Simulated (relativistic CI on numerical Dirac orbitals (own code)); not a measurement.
# Radial parameters of Lu⁶⁷⁺

Method of calculation: Dirac-Coulomb-Breit CI, separate exchange-only KLI orbitals for each configuration, a model potential for QED, unscaled Slater integrals (own radial code, finite nucleus).

Slater integrals F^k, G^k are unscaled and averaged over j, outside the closed core 1s2; ζ comes from projecting the Hamiltonian with its Breit term on Σ l·s of the shell.

- 2s2p: G^1(2s,2p) = 1.4666e+06, ζ(2p) = 6.618e+06 cm⁻¹; <r>(2s) = 0.07763, <r^2>(2s) = 0.007151, <r>(2p) = 0.0684, <r^2>(2p) = 0.005694 (bohr units).
- 2p²: F^2(2p,2p) = 1.3749e+06, ζ(2p) = 6.6016e+06 cm⁻¹; <r>(2p) = 0.06846, <r^2>(2p) = 0.005704 (bohr units).
- 2p3s: ζ(2p) = 6.6805e+06, G^1(2p,3s) = 151640 cm⁻¹; <r>(2p) = 0.06823, <r^2>(2p) = 0.005666, <r>(3s) = 0.1809, <r^2>(3s) = 0.03744 (bohr units).

Averages of the first 10 configurations, taken without configuration mixing, which lowers the lowest level and can move excited configurations by several eV; other configurations of the list can lie among them:

```
Configuration  Parity  States  Average energy above the lowest level (eV)
          2s²    even       1                                        10.8
         2s2p     odd      12                                      1008.4
          2p²    even      15                                      2066.5
         2p3s     odd      12                                     11016.1
         2p3p    even      36                                     11319.9
         2s3s    even       4                                      9994.7
         2s3p     odd      12                                     10304.3
         2s3d    even      20                                     10520.8
         2s4s    even       4                                     13406.1
         2s4p     odd      12                                     13534.5
```
